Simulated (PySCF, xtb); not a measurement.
MgCl, SMILES [Mg][Cl], multiplicity 2.

Harmonic wavenumbers (cm⁻¹) from GFN2-xTB in xtb at its own minimum, in rising order: 385.

Task: What does B3LYP-D3(BJ)/def2-TZVPD (PySCF) give at its own minimum? (An estimate is asked for; the answer gives what the named calculation found.)

Result: 442. Paired by order, the mean absolute difference is 56 cm⁻¹ and the zero-point energies are 0.6 and 0.6 kcal/mol.
